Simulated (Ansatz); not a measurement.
Problem. Name a neutral molecule of C, Cl, Ga, N, O and H with HOMO–LUMO gap (B3LYP/def2-TZVPP) between 5.20 and 5.50 eV and HOMO–LUMO gap (PBE0/def2-TZVPP) between 5.95 and 6.25 eV (Ansatz, PBE0-D4/def2-TZVP geometry).

Solution. `C[N](C)[Ga]([OH])[Cl]` (5.45 eV, 5.98 eV). Other molecules can fit too; these were computed, each in one conformer that needn't be the lowest.

B3LYP here is the variant with VWN-RPA as its local correlation; programs differ in this.
